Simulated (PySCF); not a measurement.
Compound: C6H5BO2.
Geometry (PBE0-D3(BJ)/def2-SVP, Å), atoms numbered from 1 in this order:
```xyz
14
C6H5BO2 angstrom
B      2.573    0.219   -0.172
O      1.700    1.280   -0.057
C      0.454    0.725   -0.007
C     -0.778    1.346    0.107
C     -1.900    0.511    0.133
C     -1.778   -0.880    0.048
C     -0.527   -1.498   -0.068
C      0.576   -0.663   -0.092
O      1.899   -0.984   -0.196
H      3.761    0.329   -0.242
H     -0.859    2.432    0.173
H     -2.893    0.956    0.222
H     -2.677   -1.499    0.071
H     -0.418   -2.581   -0.135
```

Computed at PBE0/pcSseg-1 (PySCF, non-relativistic), with Q(11B) = 0.04059 b, Q(17O) = −0.0256 b: B1, 11B (I = 3/2): χzz = 3.101 MHz, η = 0.632; O2, 17O (I = 5/2): χzz = -8.126 MHz, η = 0.166.

Task: Where would the pure quadrupole (NQR) lines of 11B at B1 fall for the rigid, isolated species?

Result: From ν = (|χ|/2)√(1 + η²/3): ν = 1.650 MHz (ring boron).

Task: Where would the pure quadrupole (NQR) lines of 17O at O2 fall for the rigid, isolated species?

Result: From the eigenvalues of H = χ/[4I(2I − 1)] × [3Iz² − I(I + 1) + η(Ix² − Iy²)], steps between neighbouring levels, labelled as for η = 0: ±1/2↔±3/2 1.255 MHz, ±3/2↔±5/2 2.424 MHz (ring oxygen).

In a crystal, neighbours and librations shift these lines. These gradients aren't converged with respect to the basis.

The run behind these numbers computed NMR shieldings as well. The run took 22 s on one thread of an Arm Neoverse V1, on a shared host.
